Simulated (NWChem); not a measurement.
System: CH$_{6}$ClNSi; SMILES C[Si@H](N)Cl

Input file for NWChem:

```
start job
memory heap 200 mb stack 900 mb global 1100 mb
geometry units angstroms noautoz
  C     -1.368707    -1.418268     0.239744
  Si     0.052425    -0.375840    -0.391623
  N      1.550497    -1.065590     0.106389
  Cl    -0.268504     1.592306     0.305966
  H     -1.306157    -2.432155    -0.171332
  H     -1.351727    -1.490757     1.333331
  H     -2.331451    -0.984156    -0.048929
  H      0.099814    -0.252208    -1.866105
  H      2.414021    -0.705284    -0.284283
  H      1.683515    -1.324278     1.078005
end
basis spherical
  C library 6-31g*
  Si library 6-31g*
  N library 6-31g*
  Cl library 6-31g*
  H library 6-31g*
end
dft
  xc r2scan
  iterations 150
  vectors input atomic output neutral.movecs
end
task dft energy
charge 1
dft
  odft
  mult 2
  vectors input atomic output cation.movecs
end
task dft energy
```

Output (shortened):

```
             Northwest Computational Chemistry Package (NWChem) 7.3.0
             --------------------------------------------------------

 C1  symmetry detected

                             Geometry "geometry" -> ""
                             -------------------------

 Output coordinates in angstroms (scale by  1.889725989 to convert to a.u.)

  No.       Tag          Charge          X              Y              Z
 ---- ---------------- ---------- -------------- -------------- --------------
    1 C                    6.0000    -1.55978206    -1.11964336     0.23644971
    2 Si                  14.0000     0.05209901    -0.40170310    -0.38908829
    3 N                    7.0000     1.37914201    -1.27886685     0.27237326
    4 Cl                  17.0000     0.04321656     1.65347945     0.10016654
    5 H                    1.0000    -1.65358247    -2.16638321    -0.07403377
    6 H                    1.0000    -1.61252992    -1.08122467     1.33062391
    7 H                    1.0000    -2.41583946    -0.56168579    -0.15662844
    8 H                    1.0000     0.19684253    -0.43994422    -1.86191370
    9 H                    1.0000     2.31134940    -1.11109110    -0.08950988
   10 H                    1.0000     1.41439045    -1.45505016     1.27055556

 Effective nuclear repulsion energy (a.u.)     219.6730865766

                                 NWChem DFT Module
                                 -----------------

 Summary of "ao basis" -> "ao basis" (spherical)
 ------------------------------------------------------------------------------
       Tag                 Description            Shells   Functions and Types
 ---------------- ------------------------------  ------  ---------------------
 C                           6-31g*                  6       14   3s2p1d
 Si                          6-31g*                  8       18   4s3p1d
 N                           6-31g*                  6       14   3s2p1d
 Cl                          6-31g*                  8       18   4s3p1d
 H                           6-31g*                  2        2   2s

            General Information
            -------------------
          SCF calculation type: DFT
          Wavefunction type:  closed shell.
          No. of atoms     :    10
          No. of electrons :    50
           Alpha electrons :    25
            Beta electrons :    25
          Charge           :     0
          Spin multiplicity:     1
          Use of symmetry is: off; symmetry adaption is: off
          Maximum number of iterations: 150
          AO basis - number of functions:    76
                     number of shells:    40
          Convergence on energy requested:  1.00D-06
          Convergence on density requested:  1.00D-05
          Convergence on gradient requested:  5.00D-04

              XC Information
              --------------
                      r^2SCAN Method XC Functional
               r^2SCAN metaGGA Exchange Functional  1.000
                     r^2SCAN Correlation Potential  1.000

             Grid Information
             ----------------
          Grid used for XC integration:  medium
          Radial quadrature: Mura-Knowles
          Angular quadrature: Lebedev.
          Tag              B.-S. Rad. Rad. Pts. Rad. Cut. Ang. Pts.
          ---              ---------- --------- --------- ---------
          C                   0.70       49          10.0       434
          Si                  1.10       88           8.0       590
          N                   0.65       49          10.0       434
          Cl                  1.00       88          11.0       590
          H                   0.35       45          11.0       434
          Grid pruning is: on
          Number of quadrature shells:   544
          Spatial weights used:  Erf1

      Superposition of Atomic Density Guess
      -------------------------------------

 Sum of atomic energies:        -843.21127787

      Non-variational initial energy
      ------------------------------

 Total energy =    -844.959454
 1-e energy   =   -1599.662475
 2-e energy   =     535.029935
 HOMO         =      -0.359999
 LUMO         =       0.078518

   convergence    iter        energy       DeltaE   RMS-Dens  Diis-err
 ---------------- ----- ----------------- --------- --------- ---------
 d= 0,ls=0.0,diis     1   -846.0449157597 -1.07D+03  1.25D-02  4.36D-01
 d= 0,ls=0.0,diis     2   -846.0394822016  5.43D-03  7.83D-03  4.28D-01
 d= 0,ls=0.0,diis     3   -846.0888365129 -4.94D-02  2.04D-03  4.50D-02
 d= 0,ls=0.0,diis     4   -846.0934064995 -4.57D-03  8.31D-04  4.49D-03
 d= 0,ls=0.0,diis     5   -846.0940594547 -6.53D-04  9.08D-05  6.42D-05
  Resetting Diis
 d= 0,ls=0.0,diis     6   -846.0940675356 -8.08D-06  2.02D-05  1.84D-06
 d= 0,ls=0.0,diis     7   -846.0940677633 -2.28D-07  1.36D-05  3.42D-07
 d= 0,ls=0.0,diis     8   -846.0940677170  4.63D-08  7.99D-06  6.73D-07

         Total DFT energy =     -846.094067716993
      One electron energy =    -1603.682098678850
           Coulomb energy =      601.642518460456
    Exchange-Corr. energy =      -63.727574075188
 Nuclear repulsion energy =      219.673086576589

 Numeric. integr. density =       49.999994528987

                       DFT Final Molecular Orbital Analysis
                       ------------------------------------

 Vector   23  Occ=2.000000D+00  E=-2.836672D-01
              MO Center=  1.1D-01,  1.2D+00,  4.5D-02, r^2= 2.5D+00
   Bfn.  Coefficient  Atom+Function         Bfn.  Coefficient  Atom+Function
  ----- ------------  ---------------      ----- ------------  ---------------
    53      0.493366   4 Cl px               55      0.422388   4 Cl pz
    57      0.278562   4 Cl px               59      0.236093   4 Cl pz
    49     -0.194227   4 Cl px               51     -0.166054   4 Cl pz
    38     -0.129139   3 N  s                72      0.115760   8 H  s
    35      0.101328   3 N  px               37      0.087213   3 N  pz

 Vector   24  Occ=2.000000D+00  E=-2.692471D-01
              MO Center= -1.6D-01,  9.2D-01, -8.8D-02, r^2= 3.1D+00
   Bfn.  Coefficient  Atom+Function         Bfn.  Coefficient  Atom+Function
  ----- ------------  ---------------      ----- ------------  ---------------
    55      0.481247   4 Cl pz               53     -0.359716   4 Cl px
    59      0.274642   4 Cl pz               57     -0.206496   4 Cl px
    72      0.194460   8 H  s                51     -0.188831   4 Cl pz
     3     -0.171509   1 C  px               54     -0.143351   4 Cl py
    49      0.141188   4 Cl px                7     -0.135621   1 C  px

 Vector   25  Occ=2.000000D+00  E=-2.408148D-01
              MO Center=  1.1D+00, -8.6D-01,  1.9D-01, r^2= 2.5D+00
   Bfn.  Coefficient  Atom+Function         Bfn.  Coefficient  Atom+Function
  ----- ------------  ---------------      ----- ------------  ---------------
    36      0.496158   3 N  py               40      0.425296   3 N  py
    54      0.217860   4 Cl py               53     -0.214091   4 Cl px
    37      0.172051   3 N  pz               58      0.145638   4 Cl py
    41      0.143964   3 N  pz               26      0.125058   2 Si py
    57     -0.114964   4 Cl px               38     -0.099984   3 N  s

 Vector   26  Occ=0.000000D+00  E= 3.368032D-02
              MO Center=  6.0D-01, -2.0D-01, -4.9D-02, r^2= 4.3D+00
   Bfn.  Coefficient  Atom+Function         Bfn.  Coefficient  Atom+Function
  ----- ------------  ---------------      ----- ------------  ---------------
    38      0.856388   3 N  s                25     -0.707918   2 Si px
    24     -0.643030   2 Si s                56      0.410369   4 Cl s
    58     -0.411314   4 Cl py               27     -0.377805   2 Si pz
    26     -0.371973   2 Si py               40      0.314534   3 N  py
    22     -0.291129   2 Si py               76     -0.280914  10 H  s

 Vector   27  Occ=0.000000D+00  E= 4.331380D-02
              MO Center=  1.0D-01, -3.4D-01, -3.8D-01, r^2= 4.6D+00
   Bfn.  Coefficient  Atom+Function         Bfn.  Coefficient  Atom+Function
  ----- ------------  ---------------      ----- ------------  ---------------
    26      0.837827   2 Si py               38      0.802634   3 N  s
    25     -0.604281   2 Si px               56     -0.571905   4 Cl s
    22      0.495376   2 Si py               58      0.443382   4 Cl py
    24      0.343976   2 Si s                20      0.305613   2 Si s
    70     -0.283437   7 H  s                76     -0.276783  10 H  s

 Vector   28  Occ=0.000000D+00  E= 6.618270D-02
              MO Center= -5.5D-01, -8.1D-01,  9.1D-02, r^2= 5.1D+00
   Bfn.  Coefficient  Atom+Function         Bfn.  Coefficient  Atom+Function
  ----- ------------  ---------------      ----- ------------  ---------------
     6      1.684372   1 C  s                24     -0.959877   2 Si s
    25      0.844834   2 Si px               27     -0.480235   2 Si pz
    38      0.480192   3 N  s                68     -0.455831   6 H  s
    74     -0.417765   9 H  s                26      0.393651   2 Si py
    70     -0.327385   7 H  s                66     -0.268907   5 H  s

     Multipole analysis of the density
     ---------------------------------

     L   x y z        total         alpha         beta         nuclear
     -   - - -        -----         -----         ----         -------
     0   0 0 0     -0.000000    -25.000000    -25.000000     50.000000

     1   1 0 0      0.221088      0.110544      0.110544     -0.000000
     1   0 1 0     -0.899230     -0.449615     -0.449615     -0.000000
     1   0 0 1      0.275610      0.137805      0.137805     -0.000000

     2   2 0 0    -25.645955    -95.910844    -95.910844    166.175733
     2   1 1 0     -0.300658     -1.978756     -1.978756      3.656854
     2   1 0 1      0.710634      0.738790      0.738790     -0.766946
     2   0 2 0    -32.785509   -154.646738   -154.646738    276.507967
     2   0 1 1     -1.337035      1.373139      1.373139     -4.083312
     2   0 0 2    -28.276846    -32.055172    -32.055172     35.833499

                                 NWChem DFT Module
                                 -----------------

            General Information
            -------------------
          SCF calculation type: DFT
          Wavefunction type:  spin polarized.
          No. of atoms     :    10
          No. of electrons :    49
           Alpha electrons :    25
            Beta electrons :    24
          Charge           :     1
          Spin multiplicity:     2
          Use of symmetry is: off; symmetry adaption is: off
          Maximum number of iterations: 150
          AO basis - number of functions:    76
                     number of shells:    40
          Convergence on energy requested:  1.00D-06
          Convergence on density requested:  1.00D-05
          Convergence on gradient requested:  5.00D-04

              XC Information
              --------------
                      r^2SCAN Method XC Functional
               r^2SCAN metaGGA Exchange Functional  1.000
                     r^2SCAN Correlation Potential  1.000

             Grid Information
             ----------------
          Grid used for XC integration:  medium
          Radial quadrature: Mura-Knowles
          Angular quadrature: Lebedev.
          Tag              B.-S. Rad. Rad. Pts. Rad. Cut. Ang. Pts.
          ---              ---------- --------- --------- ---------
          C                   0.70       49          10.0       434
          Si                  1.10       88           8.0       590
          N                   0.65       49          10.0       434
          Cl                  1.00       88          11.0       590
          H                   0.35       45          11.0       434
          Grid pruning is: on
          Number of quadrature shells:   544
          Spatial weights used:  Erf1

      Superposition of Atomic Density Guess
      -------------------------------------

 Sum of atomic energies:        -843.21127787

 Renormalizing density from      50.00 to     49

      Non-variational initial energy
      ------------------------------

 Total energy =    -834.153390
 1-e energy   =   -1567.669226
 2-e energy   =     513.842750
 HOMO         =      -0.641609
 LUMO         =      -0.211133

[...]
```

Level: r2SCAN/6-31G* (spherical d), vertical spin-unrestricted ions. Geometry: optimised at B3LYP/6-31G* (spherical d).
